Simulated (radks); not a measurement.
Values are calculated unless marked as measured or tabulated.
Question: Species: Tm XXVIII. Configuration: [Ar] 3d10 4s1 4p6 4d7 (not the ground configuration). Level of theory: Dirac Kohn-Sham, LDA (Slater exchange, Perdew-Wang correlation), spin-unpolarised, spherical densities, finite nucleus; open shells fill j = l - 1/2 first; Fermi nuclear charge, rms radius 5.2256 fm (a radial shooting solver on a logarithmic mesh with Libxc functionals). Some entries of the table are withheld. Estimate them.

orbital  occ.  eigenvalue (hartree)  <r> (bohr)  r(max) (bohr)
1s1/2       2                   (1)     0.02003        0.01262
2s1/2       2             -400.8881     0.08436        0.07213
2p1/2       2             -383.8780     0.07010        0.05404
2p3/2       4             -347.9049     0.07749        0.06037
3s1/2       2             -116.3167      0.2197         0.2033
3p1/2       2             -108.8552      0.2093         0.1909
3p3/2       4             -101.1729      0.2228         0.2039
3d3/2       4                   (2)      0.1959         0.1606
3d5/2       6                   (3)      0.2001         0.1642
4s1/2       1             -46.95960         (4)         0.4481
4p1/2       2                   (5)         (6)         0.4463
4p3/2       4                   (7)         (8)         0.4694
4d3/2       4             -36.57953      0.4837         0.4584
4d5/2       3             -36.13273      0.4902         0.4650

Answer: 
(1) 1s1/2 eigenvalue (hartree): -2207.994
(2) 3d3/2 eigenvalue (hartree): -88.44140
(3) 3d5/2 eigenvalue (hartree): -86.75958
(4) 4s1/2 <r> (bohr): 0.4637
(5) 4p1/2 eigenvalue (hartree): -43.86035
(6) 4p1/2 <r> (bohr): 0.4642
(7) 4p3/2 eigenvalue (hartree): -41.70850
(8) 4p3/2 <r> (bohr): 0.4867
